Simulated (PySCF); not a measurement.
tantalum atom (Ta), quartet (core potentials on Ta); BLYP-D3ZERO/def2-SVP (PySCF).

Input for PySCF:
```python
from pyscf import gto, scf, dft

mol = gto.Mole()
mol.atom = '''
    Ta    0.00000000    0.00000000    0.00000000
'''
mol.basis = 'def2-svp'
mol.ecp = {'Ta': 'def2-svp'}
mol.spin = 3
mol.verbose = 4
mol.build()

mf = dft.UKS(mol)
mf.xc = 'blyp'
mf.disp = 'd3zero'
mf.kernel()
```

It wrote (shortened):

```
PySCF version 2.14.0

[INPUT] verbose = 4
[INPUT] num. atoms = 1
[INPUT] num. electrons = 13
[INPUT] charge = 0
[INPUT] spin (= nelec alpha-beta = 2S) = 3
[INPUT] symmetry False subgroup None
[INPUT] Mole.unit = angstrom
[INPUT] Symbol           X                Y                Z      unit          X                Y                Z       unit  Magmom
[INPUT]  1 Ta     0.000000000000   0.000000000000   0.000000000000 AA    0.000000000000   0.000000000000   0.000000000000 Bohr   0.0

nuclear repulsion = 0
number of shells = 12
number of NR pGTOs = 57
number of NR cGTOs = 32
basis = def2-svp
ecp = {'Ta': 'def2-svp'}

******** <class 'pyscf.dft.uks.UKS'> ********
method = UKS
initial guess = minao
damping factor = 0
level_shift factor = 0
DIIS = <class 'pyscf.scf.diis.CDIIS'>
diis_start_cycle = 1
diis_space = 8
diis_damp = 0
SCF conv_tol = 1e-09
SCF conv_tol_grad = None
SCF max_cycles = 50
direct_scf = True
direct_scf_tol = 1e-13
number electrons alpha = 8  beta = 5
XC library pyscf.dft.libxc version 7.1.2
    S. Lehtola, C. Steigemann, M. J. T. Oliveira, and M. A. L. Marques,  SoftwareX 7, 1–5 (2018)
XC functionals = blyp
    A. D. Becke,  Phys. Rev. A 38, 3098 (1988)
    C. Lee, W. Yang, and R. G. Parr,  Phys. Rev. B 37, 785 (1988)
    B. Miehlich, A. Savin, H. Stoll, and H. Preuss,  Chem. Phys. Lett. 157, 200 (1989)
radial grids:
    Treutler-Ahlrichs [JCP 102, 346 (1995); DOI:10.1063/1.469408] (M4) radial grids

becke partition: Becke, JCP 88, 2547 (1988); DOI:10.1063/1.454033
pruning grids: <function nwchem_prune>
grids dens level: 3
symmetrized grids: False
atomic radii adjust function: <function treutler_atomic_radii_adjust>
small_rho_cutoff = 0
Set gradient conv threshold to 3.16228e-05
tot grids = 24008
Calc dispersion correction with DFTD3.
Parameters: xc=blyp, version=d3zero, atm=False
init E= -44.3151244136942

cycle= 1 E= -56.297577134362  delta_E=  -12  |g|= 0.585  |ddm|= 5.73
cycle= 2 E= -55.358153811269  delta_E= 0.939  |g|= 1.02  |ddm|= 3.47
cycle= 3 E= -56.7843923173872  delta_E= -1.43  |g|= 0.127  |ddm|=  3.3
cycle= 4 E= -56.779633276377  delta_E= 0.00476  |g|= 0.146  |ddm|= 1.67
cycle= 5 E= -56.8088279376179  delta_E= -0.0292  |g|= 0.0662  |ddm|= 0.661
cycle= 6 E= -56.8158152302314  delta_E= -0.00699  |g|= 0.0413  |ddm|= 0.356
cycle= 7 E= -56.8197048537392  delta_E= -0.00389  |g|= 0.0197  |ddm|= 0.28
cycle= 8 E= -56.8203053054393  delta_E= -0.0006  |g|= 0.00724  |ddm|= 0.119
cycle= 9 E= -56.8203864572618  delta_E= -8.12e-05  |g|= 0.00158  |ddm|= 0.0394
cycle= 10 E= -56.8203933808203  delta_E= -6.92e-06  |g|= 0.000984  |ddm|= 0.014
cycle= 11 E= -56.8203950410128  delta_E= -1.66e-06  |g|= 0.000435  |ddm|= 0.00462
cycle= 12 E= -56.82039552138  delta_E= -4.8e-07  |g|= 0.000107  |ddm|= 0.00373
cycle= 13 E= -56.820395557883  delta_E= -3.65e-08  |g|= 4.22e-05  |ddm|= 0.00109
cycle= 14 E= -56.8203955621323  delta_E= -4.25e-09  |g|= 2e-05  |ddm|= 0.000287
cycle= 15 E= -56.8203955628245  delta_E= -6.92e-10  |g|= 8.44e-06  |ddm|= 0.000204
Extra cycle  E= -56.8203955630147  delta_E= -1.9e-10  |g|= 3.11e-06  |ddm|= 6.2e-05
converged SCF energy = -56.8203955630147  <S^2> = 3.7544409  2S+1 = 4.0022198
```
